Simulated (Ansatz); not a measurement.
Two members of one family (Oligo(pyridine)), computed with Ansatz in the gas phase. Binding counts from free atoms in the multiplicity of their measured ground term, without zero-point energy. Sets without diffuse functions give affinities that are too small. A dash marks a value that wasn't run or was left out as unsound. The structures are stationary points that may keep the symmetry of their start. Remarks come from the PBE and PBE0 runs and from stability tests at other levels; not every state was tested. HOMO above LUMO (over both spins in singlets and doublets, within one spin in higher multiplets; at PBE or PBE0), or a gap under 0.15 eV within one spin, warns that the state may not be the lowest or that an electron is smeared out.

First: c1ccc(-c2ccc(-c3ccc(-c4ccc(-c5ccc(-c6ccc(-c7ccc(-c8cccnc8)nc7)nc6)nc5)nc4)nc3)nc2)nc1 (singlet, charge 0, PBE-D4/def2-SVP geometry).

Cartesian coordinates in Å:
```
C 11.412 -4.416 -10.582
C 10.122 -4.858 -10.910
C 9.057 -4.533 -10.064
C 9.307 -3.765 -8.903
C 8.229 -3.382 -7.957
C 6.863 -3.658 -8.169
C 5.919 -3.267 -7.219
C 6.347 -2.594 -6.051
C 5.411 -2.150 -4.993
C 5.899 -1.480 -3.850
C 5.013 -1.067 -2.857
C 3.630 -1.323 -3.007
C 2.627 -0.917 -1.999
C 2.933 -0.159 -0.848
C 1.922 0.182 0.050
C 0.595 -0.237 -0.207
C -0.536 0.091 0.690
C -1.813 -0.465 0.453
C -2.873 -0.147 1.298
C -2.659 0.735 2.384
C -3.737 1.127 3.318
C -5.021 0.541 3.324
C -5.984 0.986 4.230
C -5.658 2.022 5.136
C -6.625 2.559 6.120
C -6.279 3.671 6.920
C -7.200 4.182 7.832
C -8.475 3.582 7.944
C -9.515 4.082 8.877
C -9.366 5.255 9.646
C -10.402 5.654 10.499
C -11.562 4.865 10.559
N -11.730 3.744 9.838
C -10.733 3.372 9.025
N -8.803 2.504 7.195
C -7.915 2.019 6.328
N -4.426 2.586 5.137
C -3.513 2.154 4.269
N -1.440 1.279 2.606
C -0.430 0.968 1.795
N 0.296 -0.973 -1.303
C 1.268 -1.293 -2.157
N 3.158 -1.968 -4.099
C 4.012 -2.361 -5.044
N 7.656 -2.321 -5.846
C 8.551 -2.697 -6.757
N 10.554 -3.345 -8.591
C 11.566 -3.662 -9.406
H 12.279 -4.649 -11.218
H 9.946 -5.455 -11.819
H 8.042 -4.879 -10.305
H 6.524 -4.176 -9.078
H 4.854 -3.482 -7.391
H 6.982 -1.305 -3.777
H 5.399 -0.552 -1.967
H 3.962 0.174 -0.646
H 2.167 0.766 0.948
H -1.931 -1.139 -0.408
H -3.869 -0.573 1.105
H -5.276 -0.270 2.626
H -6.984 0.531 4.227
H -5.276 4.105 6.794
H -6.923 5.045 8.455
H -8.454 5.866 9.577
H -10.313 6.566 11.106
H -12.398 5.155 11.221
H -10.873 2.453 8.433
H -8.249 1.133 5.759
H -2.518 2.631 4.293
H 0.531 1.457 2.030
H 0.996 -1.890 -3.043
H 3.555 -2.881 -5.904
H 9.610 -2.461 -6.563
H 12.565 -3.296 -9.108
```

| level | HOMO (eV) | LUMO (eV) | gap (eV) | vertical IE (eV) | vertical EA (eV) | vertical triplet (eV) | binding per atom (eV) |
| --- | --- | --- | --- | --- | --- | --- | --- |
| PBE-D4/def2-SVP | -5.36 | -3.22 | 2.14 | 6.59 | 2.11 | 2.11 | 5.70 |
| r2SCAN-D4/def2-SVP | -5.57 | -3.21 | 2.35 | – | – | – | 5.46 |
| PBE0-D4/def2-SVP | -6.18 | -2.59 | 3.59 | 7.05 | 1.81 | 2.62 | 5.55 |

Remarks: gap within one spin near zero at PBE or PBE0 (+1 doublet).

Second: C45H29N9 (singlet, charge 0, PBE-D4/def2-SVP geometry).

```xyz
83

C    -4.800    9.867  -14.583
C    -5.683    9.548  -13.541
C    -5.232    8.741  -12.491
C    -3.899    8.269  -12.507
C    -3.343    7.411  -11.431
C    -2.025    6.915  -11.527
C    -1.510    6.111  -10.513
C    -2.320    5.800   -9.394
C    -1.845    4.952   -8.277
C    -0.574    4.342   -8.239
C    -0.211    3.560   -7.142
C    -1.124    3.389   -6.077
C    -0.808    2.580   -4.878
C     0.398    1.867   -4.708
C     0.618    1.139   -3.540
C    -0.377    1.126   -2.533
C    -0.215    0.390   -1.259
C    -1.242    0.413   -0.290
C    -1.076   -0.271    0.913
C     0.125   -0.980    1.150
C     0.386   -1.714    2.409
C    -0.532   -1.793    3.478
C    -0.193   -2.493    4.637
C     1.074   -3.114    4.726
C     1.522   -3.857    5.926
C     2.787   -4.483    5.942
C     3.207   -5.171    7.077
C     2.357   -5.236    8.206
C     2.736   -5.942    9.451
C     3.935   -6.671    9.603
C     4.216   -7.301   10.815
C     3.293   -7.200   11.882
C     3.521   -7.838   13.204
C     2.571   -7.677   14.235
C     2.799   -8.279   15.475
C     3.973   -9.030   15.652
N     4.891   -9.200   14.688
C     4.662   -8.619   13.503
N     2.141   -6.505   11.741
C     1.878   -5.908   10.579
N     1.143   -4.636    8.197
C     0.751   -3.979    7.107
N     1.955   -3.052    3.699
C     1.622   -2.385    2.596
N     1.110   -1.009    0.223
C     0.942   -0.354   -0.925
N    -1.539    1.803   -2.693
C    -1.741    2.494   -3.813
N    -2.345    3.973   -6.107
C    -2.685    4.716   -7.158
N    -3.581    6.278   -9.295
C    -4.065    7.047  -10.270
N    -3.054    8.578  -13.518
C    -3.496    9.350  -14.516
H    -5.111   10.498  -15.428
H    -6.718    9.924  -13.545
H    -5.914    8.479  -11.670
H    -1.434    7.186  -12.415
H    -0.482    5.730  -10.593
H     0.139    4.470   -9.065
H     0.782    3.092   -7.118
H     1.176    1.872   -5.487
H     1.559    0.584   -3.414
H    -2.155    0.982   -0.519
H    -1.878   -0.247    1.664
H    -1.519   -1.308    3.417
H    -0.914   -2.553    5.464
H     3.413   -4.402    5.042
H     4.196   -5.651    7.086
H     4.656   -6.755    8.777
H     5.152   -7.867   10.928
H     1.676   -7.075   14.023
H     2.076   -8.170   16.298
H     4.183   -9.518   16.622
H     5.441   -8.786   12.738
H     0.931   -5.350   10.494
H    -0.248   -3.512    7.174
H     2.359   -2.352    1.775
H     1.787   -0.422   -1.632
H    -2.698    3.034   -3.917
H    -3.685    5.179   -7.155
H    -5.099    7.405  -10.117
H    -2.769    9.573  -15.318
```

Task: Estimate the same table for the second.

Result: 
```json
{"level": "PBE-D4/def2-SVP", "HOMO (eV)": "-5.38", "LUMO (eV)": "-3.26", "gap (eV)": "2.12", "vertical IE (eV)": "6.52", "vertical EA (eV)": "2.23", "vertical triplet (eV)": "2.06", "binding per atom (eV)": "5.71"}
{"level": "r2SCAN-D4/def2-SVP", "HOMO (eV)": "-5.54", "LUMO (eV)": "-3.25", "gap (eV)": "2.29", "vertical IE (eV)": "–", "vertical EA (eV)": "–", "vertical triplet (eV)": "–", "binding per atom (eV)": "5.47"}
{"level": "PBE0-D4/def2-SVP", "HOMO (eV)": "-6.15", "LUMO (eV)": "-2.63", "gap (eV)": "3.52", "vertical IE (eV)": "6.97", "vertical EA (eV)": "1.90", "vertical triplet (eV)": "2.59", "binding per atom (eV)": "5.56"}
```

Remarks: gap within one spin near zero at PBE or PBE0 (+1 doublet).
